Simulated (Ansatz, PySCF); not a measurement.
B(H)(OH)(iPr) (C₃H₉BO), SMILES CC(C)BO. Atoms are numbered in the order given.

```xyz
14

B     -0.5478     0.9448     0.4971
H     -1.5127     1.1379     1.2037
O      0.3469     1.9586     0.4505
H      1.1068     1.7684    -0.1177
C     -0.3839    -0.4104    -0.3075
C     -0.5720    -1.6233     0.6221
C      0.9127    -0.5136    -1.1213
H     -1.2392    -0.4114    -1.0157
H     -0.5719    -2.5700     0.0561
H      0.2425    -1.6875     1.3641
H     -1.5201    -1.5635     1.1792
H      1.0246     0.3216    -1.8349
H      0.9538    -1.4434    -1.7124
H      1.8009    -0.5173    -0.4642
```
Charge 0, spin multiplicity 1.

The structure is a stationary point at B3LYP-D3(BJ)/def2-SVP. The structure was generated by enumeration, and PubChem lists no compound with its InChIKey, so it may never have been made. Other conformers were not sampled.

Two levels are set side by side: PBE-D3(BJ)/def2-SVP (Ansatz, a first-principles code) and B3LYP-D3(BJ)/def2-SVP (Ansatz). Each level has its own optimised geometry; the coordinates shown are those of the second. Frequencies come from the Hessian of PySCF at each geometry. Differences are taken from unrounded values.

```
quantity                            B3LYP-D3(BJ)  PBE-D3(BJ)  PBE-D3(BJ) minus B3LYP-D3(BJ)
----------------------------------  ------------  ----------  -----------------------------
mean bond length (Å)                       1.225       1.231                          0.007
bond B1–O3 (Å)                             1.353       1.361                          0.008
bond B1–C5 (Å)                             1.585       1.588                          0.004
bond C5–C6 (Å)                             1.540       1.541                          0.001
bond C5–C7 (Å)                             1.534       1.535                          0.001
bond B1–H2 (Å)                             1.211       1.222                          0.011
bond O3–H4 (Å)                             0.968       0.978                          0.010
bond C5–H8 (Å)                             1.110       1.119                          0.008
bond C6–H9 (Å)                             1.103       1.111                          0.008
bond C6–H10 (Å)                            1.104       1.111                          0.007
bond C6–H11 (Å)                            1.101       1.109                          0.007
bond C7–H12 (Å)                            1.104       1.112                          0.008
bond C7–H13 (Å)                            1.103       1.110                          0.008
bond C7–H14 (Å)                            1.105       1.112                          0.008
highest harmonic wavenumber (cm⁻¹)          3801        3668                           -133
mean harmonic wavenumber (cm⁻¹)             1473        1435                            -39
zero-point energy (kcal/mol)               75.83       73.84                          -1.98
```

GGA bonds tend to be longer and softer than those of functionals with exact exchange. Differences between two approximate levels are no errors against the true value.
